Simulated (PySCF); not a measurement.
Species: CH8B2N2.
Numbering: `[BH2:1][NH:2][BH:3][NH:4][CH3:5]` (hydrogens: H6, H7 on B1; H8 on N2; H9 on B3; H10 on N4; H11, H12, H13 on C5)

Cartesian coordinates in Å at the PBE0-D3(BJ)/def2-SVP level; atoms count from 1:
```
atom  x, y, z in Å
B1    -2.3581   -0.3730   -0.0824
N2    -1.2887   -0.5676   -0.9656
B3     0.1309   -0.3090   -0.7667
N4     0.6317    0.1920    0.4330
C5     2.0085    0.4791    0.7336
H6    -2.1523    0.0648    1.0306
H7    -3.4862   -0.6422   -0.4275
H8    -1.5229   -0.9335   -1.8819
H9     0.8958   -0.5360   -1.6788
H10   -0.0195    0.3790    1.1886
H11    2.3836   -0.1213    1.5807
H12    2.6312    0.2467   -0.1413
H13    2.1669    1.5426    0.9839
```

Level: CAM-B3LYP/def2-SVPD in PySCF, non-relativistic, on one gas-phase PBE0-D3(BJ)/def2-SVP geometry that isn't relaxed in the solvent. The solvent is an IEF-PCM continuum (Bondi radii, 1.10 Å for H, scaled by 1.2), and excitations are vertical TDDFT with non-equilibrium linear response and a frozen core. Only the electrostatic response of the medium enters.

Gas-phase singlets (H = HOMO, L = LUMO):

| state | E (eV) | λ (nm) | f | leading configurations |
| --- | --- | --- | --- | --- |
| S1 | 6.141 | 202 | 0.168 | H→L 95% |
| S2 | 6.676 | 186 | 0.000 | H-1→L 93% |
| S3 | 6.830 | 182 | 0.001 | H→L+1 72%, H→L+2 17% |
| S4 | 7.360 | 168 | 0.001 | H→L+2 60%, H→L+1 19% |
| S5 | 7.778 | 159 | 0.000 | H→L+3 60%, H→L+2 15% |

Q: How does the list change in benzene (ε = 2.271)?

A: 
```json
{"state": "S1", "E (eV)": "6.013", "λ (nm)": "206", "f": "0.205", "leading configurations": "H→L 95%", "change by rank (eV)": "-0.128"}
{"state": "S2", "E (eV)": "6.650", "λ (nm)": "186", "f": "0.000", "leading configurations": "H-1→L 94%", "change by rank (eV)": "-0.026"}
{"state": "S3", "E (eV)": "6.825", "λ (nm)": "182", "f": "0.001", "leading configurations": "H→L+1 75%, H→L+2 13%", "change by rank (eV)": "-0.005"}
{"state": "S4", "E (eV)": "7.394", "λ (nm)": "168", "f": "0.001", "leading configurations": "H→L+2 40%, H→L+3 34%", "change by rank (eV)": "+0.034"}
{"state": "S5", "E (eV)": "7.767", "λ (nm)": "160", "f": "0.011", "leading configurations": "H-3→L 45%, H→L+2 23%", "change by rank (eV)": "-0.011"}
```

Q: How does the list change in dichloromethane (ε = 8.93)?

A: 
```tsv
state	E (eV)	λ (nm)	f	leading configurations	change by rank (eV)
S1	5.975	208	0.200	H→L 95%	-0.166
S2	6.649	186	0.000	H-1→L 94%	-0.027
S3	6.836	181	0.001	H→L+1 78%, H→L+3 10%	+0.006
S4	7.448	166	0.000	H→L+3 77%, H→L+1 12%	+0.088
S5	7.760	160	0.022	H-3→L 74%, H→L+2 12%	-0.018
```

Q: The ground-state energy changes by -0.092 eV from gas to dichloromethane. By how much does the total energy of gas-phase S1 change?

A: E(S1) = E(S0) + excitation energy, so it changes by -0.092 − 0.166 = -0.258 eV: it is lowered more than the ground state, which is what a red shift means. This is the vertical state, with the slow part of the continuum still set for S0.

Q: How do the frontier levels move from gas to dichloromethane?

A: 
```csv
orbital,gas (eV),solvent (eV),change (eV),"Löwdin shares, gas","Löwdin shares, solvent"
LUMO+2,1.65,1.81,+0.16,"C5 30 %, H13 12 %, H11 12 %, H8 10 %","B1 39 %, B3 17 %, C5 10 %, H7 7 %"
LUMO+1,1.15,1.24,+0.09,"B3 38 %, B1 27 %, H8 8 %, C5 7 %","B3 38 %, B1 33 %, H8 6 %, C5 6 %"
LUMO,0.53,0.52,-0.01,"B1 40 %, B3 17 %, N2 16 %, H6 9 %","B1 40 %, B3 17 %, N2 16 %, H6 9 %"
HOMO,-8.64,-8.52,+0.12,"N4 47 %, N2 16 %, C5 11 %, B3 8 %","N4 47 %, N2 15 %, C5 12 %, B3 8 %"
HOMO-1,-10.38,-10.39,-0.01,"B1 38 %, H7 22 %, H6 19 %, N2 11 %","B1 38 %, H7 22 %, H6 19 %, N2 11 %"
HOMO-2,-10.89,-10.82,+0.07,"N2 49 %, B3 15 %, B1 12 %, N4 9 %","N2 50 %, B3 14 %, B1 13 %, N4 8 %"
HOMO-3,-11.00,-10.95,+0.05,"B3 30 %, H9 28 %, N2 12 %, N4 11 %","B3 30 %, H9 28 %, N2 11 %, N4 11 %"
```

The HOMO–LUMO gap goes from 9.18 to 9.03 eV. Rows go by rank; for LUMO+2 the atom shares or the degeneracy differ between the runs, so the row needn't follow one orbital.

On one thread of an Arm Neoverse V1 (shared host), this took 15 s of wall time and 0.78 GiB of memory at its peak. This is the whole response run at CAM-B3LYP/def2-SVPD in dichloromethane, SCF included.
